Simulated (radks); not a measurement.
Values are calculated unless marked as measured or tabulated.
Species: Kr2+. Configuration: [Ar] 3d10 4s2 4p3 5f1 (not the ground configuration).

Code: a radial shooting solver on a logarithmic mesh with Libxc functionals. Model: scalar-relativistic Kohn-Sham, PBEsol, spin-polarised, spherical densities, finite nucleus; open shells are filled with parallel spins first; Fermi nuclear charge, rms radius 4.1884 fm.

Energy parts (eV):
part                       energy
total                  -75809.471
kinetic                 77539.649
electron-nucleus      -181728.920
Hartree                 30927.029
exchange-correlation    -2547.229

Orbitals (lengths in bohr, moments of r in powers of bohr; r(max) is where P^2 peaks; r(90%) holds 90 % of the orbital's charge):
orbital  occ.  eigenvalue (eV)  r(90%)     <r^2>       <r^4>   r(max)
1s up       1        -14185.40  0.0742  0.002321  0.00001388  0.02709
1s down     1        -14185.11  0.0742  0.002321  0.00001388  0.02709
2s up       1        -1899.991   0.284   0.03975    0.002729   0.1543
2s down     1        -1899.820   0.284   0.03975    0.002729   0.1543
2p up       3        -1684.735   0.261   0.03139    0.001972   0.1234
2p down     3        -1684.461   0.261   0.03139    0.001972   0.1234
3s up       1        -300.0237   0.789    0.3236      0.1657   0.4671
3s down     1        -299.6615   0.788    0.3231      0.1648   0.4672
3p up       3        -231.4733   0.824    0.3420      0.1969   0.4631
3p down     3        -231.0588   0.823    0.3410      0.1950   0.4633
3d up       5        -117.8954   0.909    0.3791      0.3037   0.4105
3d down     5        -117.3735   0.902    0.3744      0.2929   0.4104
4s up       1         -56.6459    2.13     2.429       8.876    1.304
4s down     1         -52.9789    2.14     2.427       8.982    1.291
4p up       3         -40.8963    2.44     3.129       15.14    1.452
4p down     0         -37.1885    2.48     3.198       16.13    1.444
5f up       1          -4.6290    13.1     95.74       12970    9.864

The highest occupied level is 5f up at -4.629 eV. The configuration is held as typed, so some empty levels lie below it. The spin density at the nucleus is -1.687 e/bohr^3 (1s -0.554, 2s 0.142, 3s 0.051, 4s -1.326). The density falls to 0.001 e/bohr^3 at r = 3.46 bohr. Summed over all electrons, <r^2> = 116.7 bohr^2, which gives a Langevin (diamagnetic) susceptibility term of -92.4 x 10^-6 cm^3/mol.
